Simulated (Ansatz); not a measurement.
Mulliken charges of C$_{2}$H$_{4}$ClNOSi (`N[Si]1(Cl)C=C1O`) from ωB97M-V/def2-TZVPP in Ansatz (PBE0-D4/def2-TZVP geometry).

```csv
atom,x (Å),y (Å),z (Å),charge (e)
N1,-0.580,-1.939,-0.017,-0.368
Si2,-0.022,-0.460,0.577,0.555
Cl3,-0.163,-0.658,2.614,-0.226
C4,1.155,0.609,-0.218,-0.279
C5,-0.094,1.140,-0.209,0.021
O6,-0.664,2.259,-0.651,-0.266
H7,-0.641,-2.136,-1.001,0.125
H8,-1.034,-2.619,0.566,0.130
H9,2.120,0.937,-0.591,0.126
H10,0.006,2.817,-1.068,0.183
```

Question: By hand: the dipole of these point charges (1 e Å = 4.8032 D).

Answer: Σ q r = (0.144, -0.114, -0.356) e Å, of length 0.401 e Å = 1.93 D.

Question: How does the dipole of the full density compare? (An estimate is asked.)

Answer: Computed: (0.115, -0.073, -0.476) e Å, 2.38 D; the point charges give 0.81 times that, at 12° from its direction.

Point charges leave out the atoms' own dipoles, such as those of lone pairs, and Mulliken's split depends on the basis, so the two needn't agree.
